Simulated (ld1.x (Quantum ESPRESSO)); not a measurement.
## Pseudopotential generation for ruthenium (Ru): ultrasoft, LDA (PZ), scalar-relativistic.

ld1.x (Quantum ESPRESSO) 7.5 input, shortened:

```
&input
   title='Ru', zed=44., rel=1, dft='PZ', iswitch=3,
   config='[Kr] 4d7 5s1 5p0'
 /
 &inputp
   pseudotype=3, tm=.true., lloc=-1, rcloc=2.15,
   nlcc=.true., new_core_ps=.true., rcore=0.75,
   which_augfun='PSQ', rmatch_augfun_nc=.true.
 /
6
5S  1  0   1.00   0.00  3.00  3.30  0.0
5S  1  0   0.00   0.55  3.00  3.30  0.0
5P  2  1   0.00   0.00  2.40  3.15  0.0
5P  2  1   0.00   0.30  2.40  3.15  0.0
4D  3  2   7.00   0.00  1.40  1.50  0.0
4D  3  2   0.00   1.50  1.40  1.50  0.0
 &test
   configts(1)='4d7 5s1 5p0'
 /
```

* Cutoffs needed: 45 Ry and 80 Ry (the cutoffs (Ry, on a coarse ladder) from which the occupation-weighted sum of valence levels, in a spherical-Bessel basis at the reference potential, stays within 10 and 1 mRy of its value at 400 Ry)
* Ghost test: no extra level below or beside the all-electron valence levels (s, p, d, f tested) (spherical-Bessel basis up to 400 Ry, 20 bohr box)
* Largest excitation error: -1141 meV (all-electron minus pseudo) for 4d4 5s0 5p0, out of 7 test configurations
* Lowest eigenvalue of the overlap operator: 0.27 (s channel)
* Density cutoff estimated by the generator: 217 Ry
